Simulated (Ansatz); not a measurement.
CuCl2O2H4⁺, that is cis-Cu(H2O)2Cl2 with one electron fewer. Total charge 1; triplet. Geometry PBE-D4/def2-SVP, that of the neutral doublet; atoms count from 1.

```xyz
9

Cu   -0.168    0.429   -0.429
O     0.484    0.483    1.560
H     0.488    1.482    1.482
H     1.431    0.238    1.584
O    -0.023   -1.659   -0.384
H    -0.419   -1.659   -1.305
H    -0.738   -2.008    0.186
Cl   -1.110    0.056   -2.412
Cl    0.055    2.640   -0.283
```

Q: Estimate the Mulliken populations from the PBE0/def2-TZVP orbitals of Ansatz.

A: 
```csv
atom,charge (e),spin (α − β),d electrons
Cu1,0.40,0.58,9.48
O2,-0.47,0.09,–
H3,0.37,0.00,–
H4,0.39,0.00,–
O5,-0.47,0.09,–
H6,0.37,0.00,–
H7,0.39,0.00,–
Cl8,0.00,0.63,–
Cl9,0.00,0.63,–
```
Mulliken values and Mayer orders depend strongly on the basis.

Q: Where does the spin sit?

A: Summed by element: Cu 0.58, O 0.17, H -0.01, Cl 1.26, of 2 unpaired in all. Largest on single atoms: Cl8 0.63, Cl9 0.63, Cu1 0.58.

Q: And the Mayer bond orders between bonded heavy atoms (over 0.3)?

A: Cu1–O2 0.46 (2.09 Å); Cu1–O5 0.46 (2.09 Å); Cu1–Cl8 0.82 (2.23 Å); Cu1–Cl9 0.82 (2.23 Å). Values over 0.3 also appear between atoms too far apart for a bond (Cl8–Cl9 0.41 at 3.55 Å); they arise where an orbital or an unpaired electron spreads over both atoms.
